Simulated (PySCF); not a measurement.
Geometry (Å), atoms numbered from 1 in this order:
```xyz
19

C    -3.0001   -1.6295   -0.5890
C    -1.7137   -0.9216   -0.3510
C    -1.6852    0.4912   -0.2789
C    -0.5123    1.1586   -0.0335
C     0.6785    0.3948    0.1453
C     1.8479    1.0766    0.3848
O     2.7959    1.6610    0.5808
C     0.6964   -1.0316    0.0793
C     1.9515   -1.8235    0.2417
C    -0.5236   -1.6443   -0.1697
H    -2.8481   -2.6410   -0.9870
H    -3.5430   -1.7268    0.3683
H    -3.6520   -1.0628   -1.2686
H    -2.6074    1.0588   -0.4206
H    -0.4840    2.2485    0.0249
H     1.7900   -2.6641    0.9320
H     2.2524   -2.2545   -0.7271
H     2.7977   -1.2337    0.6222
H    -0.5537   -2.7353   -0.2294
```

Total charge +1.

Geometry: PBE0-D3(BJ)/def2-SVP; GIAO absolute shieldings from PySCF, gas phase, non-relativistic, averaged over equivalent atoms.

At wB97X-D/pcSseg-1 (215 basis functions, 36 s wall time on 1 thread of an x86-64 server CPU, shared host):
| atoms | σ (ppm) |
| --- | --- |
| C2 | 4.5 |
| C6 | 12.1 |
| C8 | 15.1 |
| C4 | 35.8 |
| C10 | 43.7 |
| C3 | 46.1 |
| C5 | 104.1 |
| C1 | 157.4 |
| C9 | 160.4 |
| O7 | -59.9 |
| H15 | 22.94 |
| H14 | 23.42 |
| H19 | 23.44 |
| H11/H12/H13 | 28.33 |
| H16/H17/H18 | 28.35 |

Question: What do these become at PBE0/pcSseg-1?

Answer: 
```tsv
atoms	σ at PBE0/pcSseg-1	change
C2	7.1	+2.6
C6	11.2	-0.9
C8	18.3	+3.2
C4	38.6	+2.8
C10	43.2	-0.5
C3	46.1	+0.0
C5	104.1	+0.0
C1	156.2	-1.2
C9	159.8	-0.6
O7	-61.9	-2.0
H15	22.90	-0.04
H14	23.29	-0.13
H19	23.31	-0.13
H11/H12/H13	28.19	-0.14
H16/H17/H18	28.22	-0.13
```

The largest change is at C8 (substituted aromatic carbon). Cost: 215 basis functions, 30 s wall time on 1 thread of an x86-64 server CPU, shared host. The order of the carbon signals is the same at both levels.
